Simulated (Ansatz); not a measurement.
Basis sets compared for the cluster PbF₃⁻ (the lowest singlet isomer of a short search). The state is a singlet with charge -1. Geometry r2SCAN-D4/def2-TZVPD. Ansatz on 4 threads of Arm Neoverse V1 on a shared host; times are rough, and most runs start from earlier orbitals.

```xyz
4

Pb   -0.5653    0.5758    0.0815
F     0.3138   -0.3260    1.7877
F     1.2535    0.9814   -0.9306
F    -1.0021   -1.2313   -0.9387
```

In the def2 sets Pb takes a core potential; there is no spin–orbit coupling. The structure comes from a short search, and lower isomers may exist.

```
            level  functions  energy (Eh)  HOMO (eV)  LUMO (eV)  wall time
 PBE-D4/def2-SVPD        101    -492.1469      -1.87       3.44     0.55 s
PBE0-D4/def2-SVPD        101    -492.0968      -3.17       4.04      0.7 s
```

Q: Estimate the rows for PBE-D4/def2-TZVPD, PBE0-D4/def2-TZVPD.

A: 
```
             level  functions  energy (Eh)  HOMO (eV)  LUMO (eV)  wall time
 PBE-D4/def2-TZVPD        176    -492.5034      -1.83       3.22        1 s
PBE0-D4/def2-TZVPD        176    -492.4522      -3.11       3.76      1.6 s
```
